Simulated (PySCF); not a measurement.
SnO₂, optimised at PBE/def2-SVP:

```xyz
3

O      1.1139     1.0840    -1.0028
Sn     0.0000     0.0000     0.0000
O     -1.1139    -1.0840     1.0028
```

Computed with PySCF (xtb for GFN2) and rigid-rotor harmonic-oscillator thermochemistry at 1 bar. All species are closed-shell singlets. Sn: scalar-relativistic def2 core potential, no spin-orbit coupling. SnO₂: computed as isolated molecules; such fragments, hydroxides, amides, oligomers or adducts are transient or little studied in the gas.

List the harmonic frequencies (cm⁻¹, unscaled) at this level and at the other levels, each on its own geometry.


- PBE/def2-SVP: 143, 144, 736, 852
- GFN2-xTB: 90, 90, 662, 834
- PBE0/def2-TZVP: 164, 165, 805, 919
